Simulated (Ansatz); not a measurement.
`C[S][K]` + HCl → `[Cl][K]` + CH₃SH at 500 K and 1 bar (ligand exchange at a K–S bond).

Gas-phase electronic energies from Ansatz, PBE0-D4/def2-TZVP geometries. CBS: MP2 limit from def2 TZ/QZ plus the TZ coupled-cluster correction, frozen cores. This one scheme is used for every species. For K outer-core shells are correlated without core-valence functions, which leaves a few kJ/mol of doubt a bond. Scalar relativity is left out up to krypton.

```
  species  CCSD(T)/CBS energy (Eh)  H − E (kJ/mol)  S (J/(mol·K))
`C[S][K]`              -1037.10009           129.4          366.1
      HCl               -460.38127            32.5          201.9
`[Cl][K]`              -1059.29673            18.9          258.0
    CH₃SH               -438.22835           145.1          283.7
```

H − E and S are ideal-gas, rigid-rotor, harmonic terms from PBE0-D4/def2-TZVP. 1 Eh = 2625.50 kJ/mol, R = 8.31446 J/(mol·K).

**Question.** By hand: ΔE, ΔH, ΔS and ΔG.

**Answer.** ΔE = (-1059.29673) + (-438.22835) − (-1037.10009) − (-460.38127) = -0.04372 Eh = -114.8 kJ/mol. Δ(H − E) = 18.9 + 145.1 − 129.4 − 32.5 = 2.1, so ΔH = -112.7 kJ/mol. ΔS = 258.0 + 283.7 − 366.1 − 201.9 = -26.3 J/(mol·K). ΔG = -112.7 − 500 × (-26.3)/1000 = -99.5 kJ/mol.

**Question.** By hand: the equilibrium constant, and the temperature at which ΔG would vanish if ΔH and ΔS stayed fixed.

**Answer.** log₁₀ K = −ΔG/(RT ln 10) = 10.4. ΔG = 0 at ΔH/ΔS = 4285 K, far beyond where these terms or the molecules hold.

ΔH outweighs TΔS. A doubt of 5 kJ/mol in ΔE shifts log₁₀ K by 0.5 here. Modes under 60 cm⁻¹, often nearly free rotors, make the harmonic entropy too high. These are equilibria of isolated gas molecules and say nothing of rates. Largest T1 diagnostic: 0.009 (customary marks: 0.02 for closed shells, 0.045 for open ones).
